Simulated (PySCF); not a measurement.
Correlation energy of Sb³⁺ (antimony, charge +3)

[Kr] 4d10 5s2, closed-shell 1S. Calculation: PySCF 2.14, in x2c-SVPall; the spin-free X2C one-electron Hamiltonian (Gaussian nucleus). Frozen: [Kr] 4d10; 2 electrons correlated.

Total MP2 correlation energy: -22.56 mhartree.

Same-spin part 0.00 and opposite-spin part -22.56 mhartree; SCS-MP2 scales them by 1/3 and 6/5 to -27.07 mhartree.

With two correlated electrons CCSD is exact within the correlated space (frozen core and kept virtual orbitals).

```
level  correlation energy (mhartree)
 CCSD                         -33.42
```

Diagnostics: T1 = 0.0023, D1 = 0.0033, largest double amplitude 0.098.

Cost of the coupled-cluster step: 0.03 s of wall time on 1 thread of Intel(R) Xeon(R) 6975P-C (shared host), for 2 correlated electrons.
